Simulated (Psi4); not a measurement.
C₃H₇O, doublet, at a GFN2-xTB geometry; PBE0/6-31G* (Psi4).

Psi4 was given this input:
```
memory 2 GB

molecule {
0 2
  C     1.30861165   -0.66808246    0.05267166
  C    -0.00226890   -0.00591686   -0.17384347
  C    -1.27029302   -0.62710254    0.29491680
  O     0.06023236    1.37157344   -0.29096905
  H     1.53836213   -0.77241003    1.12095110
  H     1.31221258   -1.66639962   -0.38308611
  H     2.09542902   -0.07348666   -0.40356032
  H    -2.13152788   -0.19910151   -0.22168556
  H    -1.42994138   -0.48737857    1.37424529
  H    -1.24957241   -1.69737896    0.10318956
  H    -0.83311926    1.73017914   -0.30477162
}

set basis 6-31g*
set reference uks
set scf_type pk
set puream true
set d_convergence 1e-8
set dft_radial_points 99
set dft_spherical_points 590

energy('pbe0')
print_variables()
```

What the program printed (banner, timings and long lists left out):

```
   => Loading Basis Set <=

    Name: 6-31G*
    Role: ORBITAL
    Keyword: BASIS

         ---------------------------------------------------------
                                   SCF
               by Justin Turney, Rob Parrish, Andy Simmonett
                          and Daniel G. A. Smith
                              UKS Reference
         ---------------------------------------------------------

  ==> Geometry <==

    Molecular point group: c1
    Full point group: C1

    Geometry (in Angstrom), charge = 0, multiplicity = 2:

       Center              X                  Y                   Z               Mass
    ------------   -----------------  -----------------  -----------------  -----------------
         C            1.296886136881    -0.721160260740     0.074242400156    12.000000000000
         C           -0.013994413119    -0.058994660740    -0.152272729844    12.000000000000
         C           -1.282018533119    -0.680180340740     0.316487540156    12.000000000000
         O            0.048506846881     1.318495639260    -0.269398309844    15.994914619570
         H            1.526636616881    -0.825487830740     1.142521840156     1.007825032230
         H            1.300487066881    -1.719477420740    -0.361515369844     1.007825032230
         H            2.083703506881    -0.126564460740    -0.381989579844     1.007825032230
         H           -2.143253393119    -0.252179310740    -0.200114819844     1.007825032230
         H           -1.441666893119    -0.540456370740     1.395816030156     1.007825032230
         H           -1.261297923119    -1.750456760740     0.124760300156     1.007825032230
         H           -0.844844773119     1.677101339260    -0.283200879844     1.007825032230

  Running in c1 symmetry.

  Rotational constants: A =      0.30368  B =      0.27444  C =      0.15336 [cm^-1]
  Rotational constants: A =   9104.17351  B =   8227.58753  C =   4597.67993 [MHz]
  Nuclear repulsion =  125.871491207339062

  Charge       = 0
  Multiplicity = 2
  Electrons    = 33
  Nalpha       = 17
  Nbeta        = 16

  ==> Algorithm <==

  SCF Algorithm Type is PK.
  DIIS enabled.
  MOM disabled.
  Fractional occupation disabled.
  Guess Type is SAD.
  Energy threshold   = 1.00e-06
  Density threshold  = 1.00e-08
  Integral threshold = 1.00e-12

  ==> Primary Basis <==

  Basis Set: 6-31G*
    Blend: 6-31G*
    Number of shells: 38
    Number of basis functions: 70
    Number of Cartesian functions: 74
[...]
      Ntotal   =   32.9999997657 ; deviation = -2.343e-07

   @Spin Contamination Metric:   4.046176919E-03
   @S^2 Expected:                7.500000000E-01
   @S^2 Observed:                7.540461769E-01
   @S   Expected:                5.000000000E-01
   @S   Observed:                5.000000000E-01

    Orbital Energies [Eh]
    ---------------------

    Alpha Occupied:

[...]
    Alpha Virtual:

[...]
    Beta Occupied:

[...]
      16A     -0.329314

    Beta Virtual:

[...]
    Final Occupation by Irrep:
              A
    DOCC [    16 ]
    SOCC [     1 ]
    NA   [    17 ]
    NB   [    16 ]

  @UKS Final Energy:  -193.46465128581579

   => Energetics <=

    Nuclear Repulsion Energy =            125.8714912073390622
    One-Electron Energy =                -511.0721043942825759
    Two-Electron Energy =                 212.4461546239385257
    DFT Exchange-Correlation Energy =     -20.7101927228107705
    Empirical Dispersion Energy =           0.0000000000000000
    VV10 Nonlocal Energy =                  0.0000000000000000
    Total Energy =                       -193.4646512858157905

  UHF NO Occupations:
  HONO-2 :   15  A 1.9995692
  HONO-1 :   16  A 1.9989524
  HONO-0 :   17  A 1.0000000
  LUNO+0 :   18  A 0.0010476
  LUNO+1 :   19  A 0.0004308
  LUNO+2 :   20  A 0.0001843
  LUNO+3 :   21  A 0.0001291

Computation Completed

Properties will be evaluated at   0.000000,   0.000000,   0.000000 [a0]

Properties computed using the SCF density matrix

 Multipole Moments:

 ------------------------------------------------------------------------------------
     Multipole            Electronic (a.u.)      Nuclear  (a.u.)        Total (a.u.)
 ------------------------------------------------------------------------------------

 L = 1.  Multiply by 2.5417464519 to convert [e a0] to [Debye]
 Dipole X            :          0.1780620           -0.7312142           -0.5531521
 Dipole Y            :          3.1691292           -3.3099824           -0.1408532
 Dipole Z            :         -1.2091718            1.3451719            0.1360000
 Magnitude           :                                                    0.5867818

 ------------------------------------------------------------------------------------

  Variable Map:
  ----------------------------------------------------------------------------
[...]
  Array Variable Map:
  ----------------------------------------------------------------------------
[...]
[...]
```
